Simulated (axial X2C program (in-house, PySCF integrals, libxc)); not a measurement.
**Which molecule has these constants?**

Computed with an in-house relativistic program for diatomic molecules, spin-free (one-electron X2C) or two-component (2c: spin–orbit coupling with atomic mean-field Coulomb and Gaunt terms, which also bring small scalar terms), in Dyall basis sets with cores contracted in-house; open shells are unrestricted.

A two-component PBE0 calculation in a Dyall 3-zeta basis gave Re = 1.737 Å, ωe = 1022.2 cm⁻¹, De = 3.47 eV, dipole magnitude 5.48 D, Ω = 0.

Question: Which molecule is it?
A. CaS
B. SrS
C. BeS

Answer: C. The others have CaS 2.299 Å and 483.8 cm⁻¹ (Ω = 0); SrS 2.420 Å and 405.9 cm⁻¹ (Ω = 0).

Each entry is the lowest single determinant of a limited PBE0 search at one distance. De goes to single-determinant-based atoms at the same level (for ions the charge split of lowest energy) and is withheld (n/a) where an atom does not fit its ground term or J level. Main or longest-lived isotopes. Some light 2c atoms are not at their ground J level, so De misses part of their lowering (0.04 eV or less). The functionals have no current term, which raises determinants with orbital currents.
